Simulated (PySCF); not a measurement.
fluoroethane cation (C2H5F), SMILES CCF (connectivity only; charge and spin as stated), charge +1, multiplicity 2.

The structure is a stationary point at PBE0-D3(BJ)/def2-TZVP. The multiplicity is an assumed one; other spin states were not compared.

The numbers are results of PBE/def2-TZVPD (PySCF), not measurements.

Gas-phase values at a fixed geometry.

```
Quantity                                                           Result
------------------------------------------------  -----------------------
total energy                                           -178.51673 hartree
point group                                                            Cs
α spin, highest occupied and lowest empty level       -15.02 and -5.90 eV
β spin, highest occupied and lowest empty level      -16.04 and -13.94 eV
dipole moment about the centre of nuclear charge                   2.87 D
mean static polarisability                           29.7 bohr³ (4.40 Å³)
polarisability, principal values                   23.0, 26.9, 39.1 bohr³
⟨S²⟩                                              0.752 (pure state 0.75)
```
